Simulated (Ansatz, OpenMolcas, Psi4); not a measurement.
Predicting a hybrid from its neighbours: SiH2Br2 (dibromosilane)

SiH2Br2 has 5 atoms, charge 0, and is taken as a singlet. As SMILES, `Br[SiH2]Br`. Geometry: relaxed at PBE0-D4/def2-TZVP.

The HOMO–LUMO gap y, in eV, basis def2-SVP; a is the functional's share of exact exchange. Programs: Ansatz 0.2.0, OpenMolcas 26.06, Psi4 1.11.

```
functional     program     a  y (eV)
       PBE      Ansatz     0    5.96
      TPSS  OpenMolcas     0    6.32
     B3LYP        Psi4   0.2    7.71
     B97-2  OpenMolcas  0.21    7.90
   r2SCAN0      Ansatz  0.25    8.56
      PBE0        Psi4  0.25       ?
     BHLYP        Psi4   0.5   10.37
```

Task: Fit y = c + s·a to the known rows and predict PBE0.

Result: 
1. Means of the 6 rows: a = 0.1933, y = 7.803.
2. Σ(Δa)² = 0.17233, Σ(Δa·Δy) = 1.4741, so the slope is 1.4741/0.17233 = 8.5539.
3. Intercept: 7.803 − (8.5539) × 0.1933 = 6.150. The largest residual of the fit is 0.27.
4. PBE0: 6.150 + (8.5539) × 0.25 = 8.29 eV.

The run gave 8.18 eV, so the prediction is off by +0.11 eV, within the largest residual. Exact exchange lowers occupied levels and raises empty ones. The rows mix families of semi-local functionals, which the line can't see.
